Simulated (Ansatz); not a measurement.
`C[NH][Al]([CH3])[F]` + HBr → `C[NH][Al]([F])[Br]` + CH₄ at 600 K and 1 bar (ligand exchange at the Al–C bond).

Calculated with Ansatz (gas phase, PBE0-D4/def2-TZVP geometries, no zero-point term in ΔE). CCSD(T)/CBS is the MP2 limit (def2-TZVPP, def2-QZVPP) plus CCSD(T) − MP2 in def2-TZVPP, frozen cores. This one scheme is used for every species. For Br outer-core shells are correlated without core-valence functions, which leaves a few kJ/mol of doubt a bond. Scalar relativity is left out up to krypton. Each species was taken in one conformer, which may not be the lowest.

```tsv
species	CCSD(T)/CBS energy (Eh)	H − E (kJ/mol)	S (J/(mol·K))
`C[NH][Al]([CH3])[F]`	-476.95256	311.0	467.0
HBr	-2573.91920	33.5	219.1
`C[NH][Al]([F])[Br]`	-3010.47210	211.6	446.9
CH₄	-40.46206	140.4	215.7
```

H − E and S are ideal-gas, rigid-rotor, harmonic terms from PBE0-D4/def2-TZVP, for one conformer and one mirror image of each species. 1 Eh = 2625.50 kJ/mol, R = 8.31446 J/(mol·K).

Q: By hand: ΔE, ΔH, ΔS and ΔG.

A: ΔE = (-3010.47210) + (-40.46206) − (-476.95256) − (-2573.91920) = -0.06240 Eh = -163.8 kJ/mol. Δ(H − E) = 211.6 + 140.4 − 311.0 − 33.5 = 7.5, so ΔH = -156.3 kJ/mol. ΔS = 446.9 + 215.7 − 467.0 − 219.1 = -23.5 J/(mol·K). ΔG = -156.3 − 600 × (-23.5)/1000 = -142.2 kJ/mol.

Q: By hand: the equilibrium constant, and the temperature at which ΔG would vanish if ΔH and ΔS stayed fixed.

A: log₁₀ K = −ΔG/(RT ln 10) = 12.4. ΔG = 0 at ΔH/ΔS = 6651 K, far beyond where these terms or the molecules hold.

ΔH outweighs TΔS. A doubt of 5 kJ/mol in ΔE shifts log₁₀ K by 0.4 here. Other conformers and mirror images would add mixing entropy, several J/(mol·K) or more a flexible species. Modes under 60 cm⁻¹, often nearly free rotors, make the harmonic entropy too high. These are equilibria of isolated gas molecules and say nothing of rates. Largest T1 diagnostic: 0.011 (customary marks: 0.02 for closed shells, 0.045 for open ones).
